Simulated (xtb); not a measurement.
C4H9FSi, SMILES CC[SiH2]/C=C\F. All values are semi-empirical tight-binding results from xtb (GFN2-xTB unless named), good for trends rather than for accurate numbers. The structure is a stationary point at GFN2-xTB. The structure was generated by enumeration; whether it is a known compound was not checked. The values are those of a single conformer.

Optimised geometry:

Bonds (Å): C1–C2 1.523, C1–H7 1.088, C1–H8 1.089, C1–H9 1.088, C2–Si3 1.903, C2–H10 1.092, C2–H11 1.092, Si3–C4 1.889, Si3–H12 1.468, Si3–H13 1.468, C4–C5 1.318, C4–H14 1.079, C5–F6 1.346, C5–H15 1.083. Angles (°): C2–C1–H7 110.6, C2–C1–H8 111.1, C2–C1–H9 110.6, H7–C1–H8 108.2, H7–C1–H9 108.0, H8–C1–H9 108.2, C1–C2–Si3 112.6, C1–C2–H10 108.8, C1–C2–H11 108.8, Si3–C2–H10 110.0, Si3–C2–H11 110.0, H10–C2–H11 106.3, C2–Si3–C4 106.9, C2–Si3–H12 110.5, C2–Si3–H13 110.5, C4–Si3–H12 109.4, C4–Si3–H13 109.4, H12–Si3–H13 110.1, Si3–C4–C5 122.8, Si3–C4–H14 120.7, C5–C4–H14 116.5, C4–C5–F6 121.7, C4–C5–H15 127.5, F6–C5–H15 110.8.

Computed properties:
The point group as xtb finds it is Cs. The orbital gap is 4.14 eV, the dipole moment comes out as 2.00 D and the zero-point energy is 72.1 kcal/mol. The G − E(el) at 298.15 K (modified RRHO) is 51.0 kcal/mol, the static polarisability (D4 model) is 78.7 bohr³ and the solvation energy, GFN2-xTB/ALPB(water) is -1.2 kcal/mol. The solvation energy, GFN2-xTB/ALPB(ether) is -5.2 kcal/mol.

### Question
Give the atomic charges and the Wiberg bond orders between heavy atoms. (An estimate is asked for; the answer gives what the named calculation found.)

### Answer
charges (e) C1 -0.10, C2 -0.16, Si3 0.47, C4 -0.17, C5 0.12, F6 -0.23, H7 0.02, H8 0.03, H9 0.02, H10 0.02, H11 0.02, H12 -0.07, H13 -0.07, H14 0.05, H15 0.04. Bond orders C1–C2 1.04, C2–Si3 0.89, Si3–C4 0.87, C4–C5 1.93, C5–F6 0.97.
